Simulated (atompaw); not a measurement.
## What one change does to a pseudopotential (Au (Z = 79), PAW (atompaw))

```
Element                 : Au
Generator               : atompaw 4.2.0.5
Type                    : PAW
Functional              : PBEsol
Relativity              : scalar-relativistic
Frozen core             : [Kr] 4d10 4f14 5s2
Valence charge          : 17
Reference configuration : 5p6 5d9 6s0 6p0 (charge +2)
Partial waves           : 6s (bound, empty): rc 2.35 bohr; 6s channel at -0.05 Ry: rc 2.35 bohr; 5p (bound): rc 1.90 bohr; 6p (bound, empty): rc 2.35 bohr; 5d (bound): rc 1.95 bohr; 5d channel at 2.35 Ry: rc 2.35 bohr
Local potential         : bessel scheme, radius 2.30 bohr
Core correction         : smooth core density matched at 1.45 bohr
Augmentation charge     : sinc compensation charge, radius 1.95 bohr; PAW radius 2.35 bohr; waves and projectors: custom polynom2 7 10 vanderbiltortho
```

Change: reference 5p6 5d10 6s0 6p0.

Cutoffs: the cutoffs (Ry, on a coarse ladder) from which the occupation-weighted sum of valence levels, in a spherical-Bessel basis at the reference potential, stays within 10 and 1 mRy of its value at 400 Ry; they do not see the model core or the augmentation charge, which bear on the density cutoff.

Q: What does the change do?

A: The potential gets neither clearly harder nor softer (25 Ry and 80 Ry → 25 Ry and 80 Ry); the p channel sets the loose cutoff, while the largest relative change is in d, which becomes softer; neither file shows a bound ghost.

```csv
quantity,base,changed
"cutoff, loose",25 Ry,25 Ry
"cutoff, tight",80 Ry,80 Ry
loose cutoff by channel (10 mRy a level),"p 18 Ry, d 21 Ry","p 18 Ry, d 18 Ry"
bound ghosts,none,none
s: phases at 2.36 bohr within 0.05 rad from the reference energy up to (Ry; the scan ends near 5),3.3,3.6
p: phases at 2.36 bohr within 0.05 rad from the reference energy up to (Ry; the scan ends near 5),to the end of the scan,to the end of the scan
d: phases at 2.36 bohr within 0.05 rad from the reference energy up to (Ry; the scan ends near 5),to the end of the scan,to the end of the scan
lowest overlap eigenvalue by channel,"s 0.18, p 0.63, d 0.65","s 0.18, p 0.64, d 0.65"
```

 The cutoffs see the waves, projectors and local potential, not the compensation charge or the core.
